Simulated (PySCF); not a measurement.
**Core-level binding energies of `C=CC(C=C)/C=C/S[SiH3]`**

Species: C₇H₁₂SSi.
Structure used (PBE0-D3(BJ)/def2-SVP), in Å, numbered top down from 1:
```xyz
21
C7H12SSi angstrom
C     -1.507   -1.982    0.086
C     -1.941   -0.737   -0.110
C     -1.091    0.458   -0.452
C     -1.375    1.655    0.428
C     -1.989    1.624    1.612
C      0.386    0.174   -0.413
C      1.187    0.248   -1.482
S      2.922   -0.033   -1.596
Si     3.460   -0.615    0.401
H     -0.446   -2.240    0.018
H     -2.205   -2.793    0.310
H     -3.016   -0.528   -0.040
H     -1.349    0.753   -1.487
H     -0.988    2.606    0.046
H     -2.371    0.691    2.037
H     -2.126    2.535    2.200
H      0.781   -0.084    0.577
H      0.769    0.512   -2.460
H      2.723   -1.842    0.826
H      4.921   -0.889    0.306
H      3.197    0.475    1.387
```

The calculation used PySCF, delta-SCF UKS SCAN, pcX-2 on the ionised atom, pcseg-1 elsewhere, spin-free X2C. Binding energies are ΔSCF values: E(core-ionised, relaxed orbitals) − E(ground state) at a fixed geometry, referred to the vacuum level.

Question: What binding energy does each computed site have?

Answer: 
```tsv
atom(s)	environment	level	binding energy (eV)	2p1/2 (eV)	above the level's lowest (eV)	count
Si9	SiH3 silicon	Si 2p3/2	107.20	107.83	0.00	1
C6	alkene CH carbon	C 1s	290.00	–	0.00	1
C1/C5	terminal =CH2 carbon	C 1s	290.03	–	+0.03	2
C2/C4	alkene CH carbon	C 1s	290.38	–	+0.38	2
C7	alkene CH carbon	C 1s	290.81	–	+0.81	1
C3	allylic carbon	C 1s	290.93	–	+0.93	1
Si9	SiH3 silicon	Si 1s	1847.01	–	0.00	1
S8	sulfur bonded to C and Si	S 1s	2476.83	–	0.00	1
```

The listed C 1s values span 0.93 eV, from C6 (bonded to C (double bond), C and H) to C3 (bonded to 3 C and H). Summing the Pauling electronegativity differences to the bonded atoms, each weighted by its formal bond order, gives -0.35 for the lowest site and -0.35 for the highest; the largest sum, -0.32, belongs to C7, 0.12 eV below the top. The smallest sum, -0.70, belongs to C1/C5, 0.03 eV above the lowest. The values 290.00 and 290.03 eV lie too close for their order to be trusted.

Question: Which effective nuclear charge Zeff reproduces each element's mean 1s value in the hydrogen-like formula E = 13.606 eV × Zeff²?

Answer: C (Z = 6): mean 290.4 eV, Zeff = 4.62, Z − Zeff = 1.38; Si (Z = 14): mean 1847.0 eV, Zeff = 11.65, Z − Zeff = 2.35; S (Z = 16): mean 2476.8 eV, Zeff = 13.49, Z − Zeff = 2.51. Means run over the listed sites, weighted by atom count.

Topologically equivalent atoms share the value of their first member; where this conformer doesn't relate them by symmetry, their own values could differ. Not every level is listed. Spin–orbit coupling isn't in the SCF: each 2p doublet comes from a relaxed spin-free hole plus a matrix of the shell (mean-field spin–orbit coupling and the ground-state 2p splitting), with 2p3/2 averaged over its two sublevels. 2p1/2 minus 2p3/2 (ligand field included): Si 0.62 eV. The structure is a single PBE0-D3(BJ)/def2-SVP conformer in the gas phase; no vibrational or solvent corrections.

Hardware: Arm Neoverse N1, one thread, shared host with 64 logical CPUs at a one-minute load of 62. Cost: 8.3 min of wall time, 0.85 GiB resident at most.
